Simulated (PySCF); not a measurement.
SMILES [SiH2]([SiH2]C(=O)C)C#N (C3H7NOSi2) (GFN2-xTB optimised geometry):

```
14

C      3.020    -1.077     0.000
C      1.522    -1.077     0.000
O      0.867    -2.100     0.004
Si     0.546     0.585     0.000
Si    -1.600    -0.266    -0.181
C     -2.741     1.192    -0.448
N     -3.420     2.100    -0.616
H      3.420    -2.088     0.015
H      3.373    -0.525     0.869
H      3.370    -0.553    -0.888
H      1.083     1.414    -1.088
H      0.905     1.281     1.243
H     -2.127    -0.903     1.031
H     -1.848    -1.113    -1.351
```

Computed with CAM-B3LYP/def2-TZVP (PySCF).

Task: What are the frontier orbital energies and the dipole moment?

Result: HOMO-2 -11.02 eV, HOMO-1 -10.41 eV, HOMO -8.79 eV, LUMO -0.45 eV, LUMO+1 0.14 eV; dipole moment 4.75 D.

Meta-Löwdin charges at CAM-B3LYP/def2-TZVP: C1 -0.38, C2 0.20, O3 -0.41, Si4 0.36, Si5 0.43, C6 -0.15, N7 -0.19, H8 0.13, H9 0.14, H10 0.14, H11 -0.07, H12 -0.07, H13 -0.06, H14 -0.06.
